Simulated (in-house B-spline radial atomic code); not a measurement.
What moves the levels of the barium ion Ba⁺ ([Xe] 6s1)? Level of theory: Dirac-Hartree-Fock, average of configuration, Fermi nucleus of rms radius 4.8378 fm; calculated with an all-electron radial atomic-structure program (B-spline basis).

Baseline run (computed): total energy -8135.4928 hartree, 1s1/2 at -1384.036 hartree, 6s1/2 at -9.3925 eV with <r> = 4.539 bohr.

Scaling the speed of light c (a factor of 100 is close to the non-relativistic limit):

```tsv
c/c0	ΔE (hartree)	6s1/2 level (eV)	6s1/2 <r> (bohr)
0.9	-65.85	-9.47815	4.499
0.98	-11.368	-9.40718	4.532
1.02	10.628	-9.37892	4.546
1.2	81.666	-9.28913	4.589
100	252.2	-9.08222	4.693
```

Changing the nucleus:

```tsv
nucleus	ΔE (eV)
Gaussian nucleus of rms radius 4.8378 fm	-0.038
uniform spherical nucleus of rms radius 4.8378 fm	0.0125
Gaussian nucleus of rms radius 0.01 fm	-9.1
Fermi nucleus of rms radius 4.741 fm	-0.328
Fermi nucleus of rms radius 4.9346 fm	0.334
```

A larger nucleus binds the electrons less, roughly as the density at the nucleus times the change of the nuclear <r²>. At equal rms radius the shape enters only through higher moments. A radius of 0.01 fm is nearly a point.

Question: The nuclear charge is raised by 0.1. What does the Hellmann-Feynman theorem predict for the energy, and what is found?

Answer: dE/dZ ≈ -Σ<1/r>, which is -353.146 at the start and -354.03 at the end; their mean times 0.1 is -35.359 hartree, and the two runs differ by -35.358 hartree.
